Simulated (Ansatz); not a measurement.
K7H8 (the lowest doublet isomer of a short search), 15 atoms. Hardware: 4 threads of Arm Neoverse V1 on a shared host.

Correlated methods freeze 35 core orbitals; core or outer-core shells of K are correlated, in sets that lack core-valence functions.

(1) How many basis functions does each of these Ansatz runs have, and roughly what does it cost? PBE-D4/def2-SVP, charge 0 doublet, energy with a search over starts; PBE-D4/def2-SVP, charge 0 doublet, energy, from earlier orbitals; RPA@PBE/def2-TZVP, charge 0 doublet, energy, from earlier orbitals; PBE0-D4/def2-SVP, charge 0 doublet, energy, from earlier orbitals; r2SCAN-D4/def2-TZVP, charge 0 doublet, energy, from earlier orbitals; PBE0-D4/def2-SVP, charge 0 doublet, relaxation, 43 steps; B3LYP-D4/def2-TZVP, charge 0 doublet, energy, from earlier orbitals; MP2/def2-TZVP, charge 0 doublet, energy, from earlier orbitals; PBE0-D4/def2-TZVP, charge 0 doublet, energy, from earlier orbitals; PBE-D4/def2-TZVP, charge 0 doublet, energy and forces, from earlier orbitals.

## Answers

(1) Other jobs shared the machine, so times can vary by a factor of up to 3.

| run | functions | fitting or Cholesky vectors | wall time | peak host memory (GiB) |
| --- | --- | --- | --- | --- |
| PBE-D4/def2-SVP, charge 0 doublet, energy, from earlier orbitals | 208 | 2396 | 16 s | 0.58 |
| PBE-D4/def2-SVP, charge 0 doublet, energy with a search over starts | 208 | 2396 | 19 s | 0.64 |
| PBE-D4/def2-TZVP, charge 0 doublet, energy and forces, from earlier orbitals | 279 | 2627 | 19 s | 0.75 |
| PBE0-D4/def2-SVP, charge 0 doublet, energy, from earlier orbitals | 208 | 2006 | 20 s | 1.2 |
| MP2/def2-TZVP, charge 0 doublet, energy, from earlier orbitals | 279 | 2654 | 23 s | 1.6 |
| B3LYP-D4/def2-TZVP, charge 0 doublet, energy, from earlier orbitals | 279 | 2654 | 29 s | 1.7 |
| PBE0-D4/def2-TZVP, charge 0 doublet, energy, from earlier orbitals | 279 | 2654 | 33 s | 1.7 |
| RPA@PBE/def2-TZVP, charge 0 doublet, energy, from earlier orbitals | 279 | 2654 | 35 s | 1.3 |
| r2SCAN-D4/def2-TZVP, charge 0 doublet, energy, from earlier orbitals | 279 | 2627 | 41 s | 1 |
| PBE0-D4/def2-SVP, charge 0 doublet, relaxation, 43 steps | 208 | 2257 | 12 min | 1.6 |
